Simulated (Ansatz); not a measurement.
Calculated with Ansatz (gas phase, PBE0-D4/def2-TZVP geometries, no zero-point term in ΔE). CBS: MP2 limit from def2 TZ/QZ plus the TZ coupled-cluster correction, frozen cores. This one scheme is used for every species. DFT in def2-TZVPP. One conformer a species, not always the lowest.

Reaction (formal exchange of groups at the Si–O bond): `O[SiH2][SiH](Cl)Cl` + CH₄ → `C[SiH2][SiH](Cl)Cl` + H₂O

```tsv
species	revPBE energy (Eh)
`O[SiH2][SiH](Cl)Cl`	-1576.92295
CH₄	-40.51893
`C[SiH2][SiH](Cl)Cl`	-1540.97106
H₂O	-76.44013
```

Task: Work out ΔE.

Result: ΔE = (-1540.97106) + (-76.44013) − (-1576.92295) − (-40.51893) = 0.03069 Eh = +0.84 eV. CCSD(T)/CBS gives +0.85 eV.

Largest T1 diagnostic among the species: 0.011.

In def2-TZVPP, CCSD(T) changes the Hartree–Fock value by −0.20 eV (the triples alone add −0.02 eV) and MP2 by −0.19 eV. At CCSD(T), def2-SVP lies −0.03 eV from the extrapolated value and def2-TZVPP +0.01 eV. The D4 term adds −0.05 eV with B3LYP and −0.03 eV with PBE0; it sums over pairs of atoms, weighted by their polarisabilities, and B3LYP, whose exchange is more repulsive, gets the larger term.

B3LYP here is the variant with VWN-RPA as its local correlation; programs differ in this.
